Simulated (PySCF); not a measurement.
F3H3O2Ti, SMILES [F][Ti]([F])([OH])([F])<-[OH2], multiplicity 1.

Coordinates come from a B3LYP-D3(BJ)/def2-SVP optimisation. The spin state was assumed, not searched. Other conformers were not sampled.

All values below come from PySCF with B3LYP/def2-TZVP.

Isolated molecule, no solvent.

```json
{
  "total_energy": "-1301.77339 hartree",
  "highest_occupied_level": "-9.58 eV",
  "lowest_empty_level": "-2.52 eV",
  "orbital_gap": "7.06 eV",
  "dipole_moment": "0.269 e·Å",
  "quadrupole, principal values (traceless, Buckingham form, about the centre of nuclear charge)": "-12.51, -6.86, 19.37 D·Å",
  "mean_static_polarisability": "42.7 bohr³ (6.33 Å³)",
  "polarisability_principal_values": "38.0, 39.2, 50.9 bohr³"
}
```
